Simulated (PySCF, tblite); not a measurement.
Isomers of C6H7N2 (doublet state), one GFN2-xTB conformer each. Single-point energies are computed at B3LYP/pcH-1 (PySCF, gas phase, no added dispersion term), electronic only. GFN2-xTB treats the open shell by occupation alone, and not every SCF solution was tested for stability.

Question: Rank them by B3LYP/pcH-1 energy, lowest first (kJ/mol).
A. `[H]/[N:6]=[C:5](/[C:2]([CH2:1])=[C:3]=[CH2:4])[N:7]=[CH2:8]` (doublet state) with H–C1–C2–C3 180° and 0°, C1–C2–C5–N6 2°, C2–C5–N7–C8 -98°
B. `[CH2:1][C@@H:2]([C:3]#[N:4])[CH2:5][CH2:6][C:7]#[N:8]` (doublet state) with H–C1–C2–C3 84° and -83°, C1–C2–C5–C6 -178°, C2–C5–C6–C7 -63°
C. `[H]/N=C1\C[C@@H]2[CH][C@H]1N=C2` [radical]
D. `[H]/N=C1\C[C@H]2C=N[C]1C2` [radical]
E. `[H]/N=C1\[CH][C@@H]2C=N[C@H]1C2` [radical]
F. `[CH2:1][C:2](=[CH2:3])/[N:4]=[CH:5]\[CH2:6][C:7]#[N:8]` (doublet state) with H–C1–C2–C3 4° and 179°, C1–C2–N4–C5 -62°, N4–C5–C6–C7 106°

Answer: B (0.0), F (27.4), E (43.3), C (98.2), D (118.9), A (133.4).

As drawn, the highest has an N–H bond, which the lowest lacks. Neighbours under 21 kJ/mol apart ([CH2]C(=C)/N=C\CC#N and [H]/N=C1\[CH][C@@H]2C=N[C@H]1C2; [H]/N=C1\C[C@@H]2[CH][C@H]1N=C2 and [H]/N=C1\C[C@H]2C=N[C]1C2; [H]/N=C1\C[C@H]2C=N[C]1C2 and [H]/N=C(\N=C)C([CH2])=C=C) can change places with a better method, another conformer or zero-point energy. GFN2-xTB itself gives, in the same order: 147.4, 118.2, 0.0, 67.6, 82.2, 199.1. GFN2-xTB puts [H]/N=C1\[CH][C@@H]2C=N[C@H]1C2 lowest instead; measured from each level's own lowest isomer, the values differ by up to 147.4 kJ/mol ([CH2][C@@H](C#N)CCC#N: 147.4 against 0.0).

Q: What happens when harmonic zero-point energies from GFN2-xTB frequencies are added?

A: 
```csv
SMILES,ZPE (kJ/mol),electronic (kJ/mol),with ZPE (kJ/mol)
[CH2][C@@H](C#N)CCC#N,295.9,0.0,0.0
[CH2]C(=C)/N=C\CC#N,293.4,27.4,24.9
[H]/N=C1\[CH][C@@H]2C=N[C@H]1C2,309.3,43.3,56.7
[H]/N=C1\C[C@@H]2[CH][C@H]1N=C2,306.7,98.2,109.0
[H]/N=C1\C[C@H]2C=N[C]1C2,310.7,118.9,133.7
[H]/N=C(\N=C)C([CH2])=C=C,287.4,133.4,124.9
```

The zero-point energies span 23.3 kJ/mol. The lowest isomer stays, but the order above it changes.
